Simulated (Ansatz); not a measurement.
Relaxation of BCl2FH4O (9 atoms, charge 0, multiplicity 1), to a largest force component of 0.03 eV/Å in at most 50 steps.

These are results of RKS B3LYP/def2-SVP in Ansatz, not measurements.

```xyz
9
Properties=species:S:1:pos:R:3
B -0.281 0.861 -1.176
H -0.409 -0.298 -1.310
Cl 1.118 1.658 -1.847
Cl -1.623 1.781 -0.514
H 0.577 -0.674 1.512
O 0.740 0.269 1.356
H -0.030 -1.871 -0.279
F -0.111 -2.434 0.435
H 0.018 0.709 1.824
```

Q: Where does it end, and by what steps?

A: The run converged. After 17 steps the energy has fallen by 0.607 eV; B1 moved furthest, 0.64 Å. Joined: B1–O6 (2.79 → 1.62 Å).

```
step  energy less start (eV)  largest force component (eV/Å)  accepted
   0                  0.0000                           0.871       yes
   1                 -0.0714                           0.698       yes
   2                 -0.1622                           0.837       yes
   3                 -0.3525                           0.739       yes
   4                 -0.5233                           0.751       yes
   5                 -0.5132                           1.353        no
   6                 -0.5784                           0.447       yes
   7                 -0.5861                           0.355       yes
   8                 -0.5886                           0.252       yes
   9                 -0.5945                           0.110       yes
  10                 -0.6001                           0.164       yes
  11                 -0.6025                           0.128       yes
  12                 -0.6023                           0.232        no
  13                 -0.6048                           0.062       yes
  14                 -0.6062                           0.163       yes
  15                 -0.6070                           0.086       yes
  16                 -0.6073                           0.037       yes
  17                 -0.6074                           0.015       yes
```

```xyz
9
Properties=species:S:1:pos:R:3
B 0.004 0.628 -0.653
H 0.022 -0.462 -1.208
Cl 1.085 1.843 -1.450
Cl -1.701 1.209 -0.282
H 0.365 -0.615 1.038
O 0.653 0.304 0.797
H -0.401 -1.754 -0.291
F -0.314 -2.075 0.594
H 0.287 0.922 1.455
```

Whether the end is a true minimum wasn't checked by a vibrational analysis.

The run took 26 s on 2 threads of Intel(R) Xeon(R) Platinum 8488C (Sapphire Rapids), with other jobs on the host, peak memory 0.21 GiB.
